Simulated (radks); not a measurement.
The numbers below are computed, except where a source is named.
Er+, 67 electrons, occupied as [Xe] 4f12 6d1 (not the ground configuration). Level of theory: scalar-relativistic Kohn-Sham, LDA (Slater exchange, Perdew-Wang correlation), spin-polarised, spherical densities, finite nucleus; open shells are filled with parallel spins first (spin-orbit coupling, left out, can overturn this in heavy ions); Fermi nuclear charge, rms radius 5.2516 fm (a radial shooting solver on a logarithmic mesh with Libxc functionals).

Radial electron density D(r) = 4 pi r^2 rho(r):

| r (bohr) | D(r) (e/bohr) | spin D(r) |
|---|---|---|
| 0.004532 | 45.17 | -0.0000119 |
| 0.006291 | 62.82 | -0.0000159 |
| 0.008804 | 80.26 | -0.0000192 |
| 0.01222 | 90.59 | -0.0000207 |
| 0.01697 | 89.70 | -0.0000236 |
| 0.02374 | 82.15 | -0.0000448 |
| 0.03296 | 85.21 | -0.000121 |
| 0.04575 | 107.2 | -0.000231 |
| 0.06402 | 122.3 | 0.000538 |
| 0.08887 | 104.3 | 0.00915 |
| 0.1234 | 93.92 | 0.0607 |
| 0.1713 | 109.4 | 0.271 |
| 0.2397 | 81.56 | 0.873 |
| 0.3327 | 50.19 | 1.87 |
| 0.4618 | 59.86 | 2.62 |
| 0.6462 | 43.11 | 2.35 |
| 0.8971 | 20.35 | 1.47 |
| 1.245 | 12.08 | 0.673 |
| 1.743 | 5.537 | 0.208 |
| 2.419 | 1.314 | 0.0401 |
| 3.358 | 0.1391 | 0.00157 |
| 4.662 | 0.07655 | 0.0691 |
| 6.524 | 0.1802 | 0.180 |
| 9.056 | 0.1213 | 0.121 |
| 12.57 | 0.01865 | 0.0187 |
| 17.59 | 0.0004276 | 0.000428 |

D(r) has 5 maxima, at r = 0.0140, 0.0630, 0.175, 0.477, 6.95 bohr, and minima at 0.0268, 0.114, 0.338, 4.07 bohr, inside which lie 1.92, 11.08, 29.61, 66.06 electrons.
